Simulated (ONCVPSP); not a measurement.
**Configuration tests for silicon (ONCV)**

silicon, optimised norm-conserving Vanderbilt (ONCV), made with ONCVPSP 4.0.1 (PBEsol, scalar-relativistic). Core [He], reference 2s2 2p6 3s2 3p2. Waves: 2s+3s: rc 1.00 bohr, ncon 4, nbas 9, qcut 14.2 1/bohr, 2 projectors; 2p+3p: rc 1.05 bohr, ncon 4, nbas 9, qcut 15.9 1/bohr, 2 projectors; d scattering state at 0.31 Ha: rc 0.85 bohr, ncon 4, nbas 9, qcut 11 1/bohr, 1 projector. Local part: polynomial inside 0.60 bohr (lpopt 4, dvloc0 -1 Ha). Core correction: Teter function, fcfact 5.25, rcfact 1.75.

Energies are relative to the spin-unpolarised reference configuration 2s2 2p6 3s2 3p2; without spin polarisation the order of configurations can differ from experiment.

```tsv
valence configuration	charge	ΔE all-electron (eV)	error AE − PS (meV)
2s2 2p6 3s2 3p1	+1	7.713	+0.3
2s2 2p6 3s2 3p0	+2	23.676	+2.3
2s2 2p6 3s1 3p0	+3	57.576	+0.7
2s2 2p6 3s0 3p4	0	13.737	-1.4
```

Levels in the configuration 2s2 2p6 3s0 3p4:

| level | all-electron (eV) | pseudo (eV) |
| --- | --- | --- |
| 2s | -142.331 | -142.412 |
| 2p | -98.601 | -98.683 |
| 3p | -5.172 | -5.172 |
